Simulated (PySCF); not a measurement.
C₂H₄NO (SMILES CC([NH-])=O), charge -1, singlet, at a GFN2-xTB geometry. Base run: CCSD(T)/3-21G run with PySCF.

Here is a job for PySCF.
```python
from pyscf import gto, scf, cc

mol = gto.M(
    atom='''
O     0.441030    1.197487    0.476810
C     0.161636    0.062017    0.020882
N     0.951994   -0.887731   -0.386614
C    -1.335458   -0.321731   -0.096760
H    -1.850846    0.400130   -0.732209
H    -1.430953   -1.318667   -0.521020
H    -1.798838   -0.296964    0.890819
H     1.931371   -0.591985   -0.290499
''',
    basis='3-21g',
    charge=-1,
    spin=0,
    verbose=3,
)

mf = scf.RHF(mol)
mf.kernel()

mycc = cc.CCSD(mf)
mycc.kernel()
et = mycc.ccsd_t()
print('E(CCSD(T)) = %.10f' % (mycc.e_tot + et))
```

The base run was repeated with changes; each row names its change, and settings that it needs were set with it.

```csv
change,ΔE vs base (kcal/mol),MP2 correlation (Eh),CC correlation without the perturbative part (Eh),basis functions
base,0.000,-0.41273,-0.43237,44
method = cisd,39.96,-,-,44
cc.direct = True,0.000,-0.41273,-0.43237,44
cc.iterative_damping = 0.8,0.000,-0.41273,-0.43237,44
method = ccsd,9.14,-0.41273,-0.43237,44
cart = on,0.000,-0.41273,-0.43237,44
density fitting = JK and correlation,0.183,-0.41263,-0.43235,44
frozen = 4,4.05,-0.40587,-0.42601,44
frozen = 3,3.07,-0.40752,-0.42755,44
frozen = 5,30.83,-0.36374,-0.38412,44
```
